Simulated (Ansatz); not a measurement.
`O[SiH]1C[SiH2]1` and `[AlH2][SiH2][SiH]1C[SiH2]1` differ in one atom or group.

Ansatz, PBE0-D4/def2-TZVP geometries, multiplicity 1. Each molecule was computed in one conformer, which needn't be the lowest. `O[SiH]1C[SiH2]1` holds a close contact that its SMILES doesn't draw: H···Si 1.63 Å. `[AlH2][SiH2][SiH]1C[SiH2]1` holds a close contact that its SMILES doesn't draw: H···Al 1.99 Å.

```tsv
property	`O[SiH]1C[SiH2]1`
LUMO energy (PBE0/def2-TZVPP) / eV	-0.98
HOMO–LUMO gap (B3LYP/def2-TZVPP) / eV	4.85
LUMO energy (ωB97M-V/def2-TZVPP) / eV	0.91
LUMO energy (PBE/def2-TZVPP) / eV	-1.81
HOMO energy (B3LYP/def2-TZVPP) / eV	-6.00
size of the dipole moment (ωB97M-V/def2-TZVPP) / D	2.31
```

Q: Give the same properties after the change, and the shifts. (Best estimate.)

A: Computed: 
```
                                          property  `[AlH2][SiH2][SiH]1C[SiH2]1`  shift
                LUMO energy (PBE0/def2-TZVPP) / eV                         -1.41  -0.43
             HOMO–LUMO gap (B3LYP/def2-TZVPP) / eV                          5.21   0.36
             LUMO energy (ωB97M-V/def2-TZVPP) / eV                          0.29  -0.62
                 LUMO energy (PBE/def2-TZVPP) / eV                         -2.19  -0.38
               HOMO energy (B3LYP/def2-TZVPP) / eV                         -6.75  -0.75
size of the dipole moment (ωB97M-V/def2-TZVPP) / D                          1.76  -0.55
```

With PBE0 the HOMO falls by 0.74 eV and the LUMO falls by 0.43 eV, so the gap widens by about 0.31 eV. PBE moves the HOMO by -0.73 eV and ωB97M-V by -0.69 eV. Dipoles are sizes alone; their direction can turn.

B3LYP here is the variant with VWN-RPA as its local correlation; programs differ in this.
